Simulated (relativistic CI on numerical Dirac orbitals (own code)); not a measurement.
## Ag3+: from the plainest model towards the measured levels

Calculated with a relativistic CI code on KLI orbitals (one set per configuration, finite nucleus), adding one ingredient at a time: step 1, Dirac-Coulomb, each configuration alone; step 2, with Breit and QED terms; step 3, with configuration mixing; step 4, with scaled Slater integrals (0.85); step 5, with a P86 correlation estimate; step 6, tied to the ionisation limit. P86 is a density functional for the correlation energy, evaluated here for each configuration and added to its levels. Step 6 is semi-empirical: configurations made of the next ion and one excited electron move by -6738 cm⁻¹, so that their limit matches the tabulated ionisation energy, and those with a non-penetrating f or g electron also take the P86 value of the least penetrating other one.

Configurations in the expansion (outside the closed core [Ar] 3d10 4s2): 4p⁶4d⁸, 4p⁶4d⁷5s, 4p⁶4d⁷5p, 4p⁶4d⁷4f, 4p⁶4d⁷5d, 4p⁶4d⁷6s, 4p⁶4d⁷6p, 4p⁵4d⁹, 4p⁶4d⁶5s5p, 4p⁶4d⁷6d, 4p⁶4d⁷5f, 4p⁶4d⁷6f, 4p⁶4d⁶5s², 4p⁶4d⁵5s²5p, 4p⁶4d⁵4f5s², 4p⁶4d⁵5s²5d, 4p⁶4d⁵5s²6s, 4p⁶4d⁵5s²6p.

Computed minus measured energy above the ground level, in cm⁻¹, for 17 of the 35 excited levels that pair in every step (one J of a term; a digit in brackets numbers repeated terms):

```tsv
Configuration	Term	J	Measured	Step 1	Step 2	Step 3	Step 4	Step 5	Step 6
4p⁶4d⁸	3F	3	4172	-47	-187	-214	-206	-205	-206
4p⁶4d⁸	3P	1	15900	3851	3736	3223	983	999	981
4p⁶4d⁸	1G	4	20570	3593	3462	3388	331	335	330
4p⁶4d⁸	1S	0	47139	8918	8807	8640	982	986	988
4p⁶4d⁷5s	5F	5	96397	-3460	-3069	-2720	-404	4522	-2208
4p⁶4d⁷5s	3F	4	107022	-530	-150	-97	294	5225	-1502
4p⁶4d⁷5s	5P	2	110779	583	964	1081	893	5820	-905
4p⁶4d⁷5s	3G	5	115550	-414	-86	160	-535	4392	-2336
4p⁶4d⁷5s	3P	0	120216	2181	2494	2799	1176	6098	-617
4p⁶4d⁷5s	3H	6	120871	426	689	896	-549	4379	-2350
4p⁶4d⁷5s	1H	5	127929	1726	1912	1985	-294	4636	-2093
4p⁶4d⁷5s	1F	3	138852	6075	6337	6058	1368	6303	-417
4p⁶4d⁷5p	5F°	5	160255	-5882	-5612	-5803	-3381	2823	-3892
4p⁶4d⁷5p	5G°	6	165602	-5942	-5716	-5607	-3639	2561	-4164
4p⁶4d⁷5p	5S°	2	168493	-3648	-3439	-3968	-2568	3643	-3071
4p⁶4d⁷5p	5D°	0	168748	-5416	-5337	-5736	-3482	2725	-3985
4p⁶4d⁷5p	3G°	4	173069	-4519	-4435	-4981	-3463	2745	-3963
```

Mean absolute errors in cm⁻¹, over all paired levels and for the configurations:

| Configuration, levels | Step 1 | Step 2 | Step 3 | Step 4 | Step 5 | Step 6 |
| --- | --- | --- | --- | --- | --- | --- |
| all, 35 | 2985 | 2954 | 2937 | 1231 | 3888 | 1890 |
| 4p⁶4d⁸, 6 | 3446 | 3366 | 3153 | 601 | 607 | 601 |
| 4p⁶4d⁷5s, 22 | 2118 | 2140 | 2076 | 717 | 5123 | 1603 |
| 4p⁶4d⁷5p, 7 | 5317 | 5158 | 5459 | 3388 | 2819 | 3895 |

Measured levels: measured levels as listed in Gamrath, thesis, University of Mons (2023).

The mean absolute error is lowest at step 4 (1231 cm⁻¹), and the largest single drop is from step 5 to 6 (3888 to 1890). Terms of the ground configuration are off by 3446 at first, 3153 with mixing and 601 after scaling, which stands in for the correlation that narrows term splittings. The Breit and QED terms change the top of the ground term (measured 5830) from 6133 to 5972. Mixing lowers the ground level by 463; relative to it the configurations that move most are 4p⁶4d⁷5p by -301, 4p⁶4d⁷5s by +127. The P86 estimate moves 4p⁶4d⁷5p by +6206, 4p⁶4d⁷5s by +4928, and takes the mean absolute error of the excited configurations from 1362 to 4567; it overshoots. Step 6 takes that error from 4567 to 2156; the error more than halves for 4p⁶4d⁷5s; it grows for 4p⁶4d⁷5p. The shift fits the limit, so it does little for low levels whose errors differ from those near the limit.
